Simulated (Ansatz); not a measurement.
`O[SiH]1BO1` and `B[SiH]1BO1` differ in one atom or group.

Ansatz, PBE0-D4/def2-TZVP geometries, multiplicity 1. Each molecule was computed in one conformer, which needn't be the lowest.

| property | `O[SiH]1BO1` |
| --- | --- |
| LUMO energy (B3LYP/def2-TZVPP) / eV | -1.24 |
| ideal-gas entropy at 298 K and 1 bar (rigid rotor, harmonic PBE0-D4/def2-TZVP) / J/(mol·K) | 293 |
| HOMO energy (ωB97M-V/def2-TZVPP) / eV | -9.14 |
| LUMO energy (PBE0/def2-TZVPP) / eV | -1.03 |
| HOMO energy (B3LYP/def2-TZVPP) / eV | -6.80 |
| HOMO–LUMO gap (B3LYP/def2-TZVPP) / eV | 5.55 |

What does the change do to each property? (An estimate is asked.)

Computed: 
```csv
property,`B[SiH]1BO1`,shift
LUMO energy (B3LYP/def2-TZVPP) / eV,-2.83,-1.59
"ideal-gas entropy at 298 K and 1 bar (rigid rotor, harmonic PBE0-D4/def2-TZVP) / J/(mol·K)",304,11
HOMO energy (ωB97M-V/def2-TZVPP) / eV,-8.92,0.22
LUMO energy (PBE0/def2-TZVPP) / eV,-2.66,-1.63
HOMO energy (B3LYP/def2-TZVPP) / eV,-6.75,0.05
HOMO–LUMO gap (B3LYP/def2-TZVPP) / eV,3.92,-1.63
```

With PBE0 the HOMO rises by 0.06 eV and the LUMO falls by 1.63 eV, so the gap narrows by about 1.69 eV. PBE moves the HOMO by -0.20 eV and ωB97M-V by 0.22 eV. The zero-point energy changes by 14.8 kJ/mol with +3 modes.

B3LYP here is the variant with VWN-RPA as its local correlation; programs differ in this.
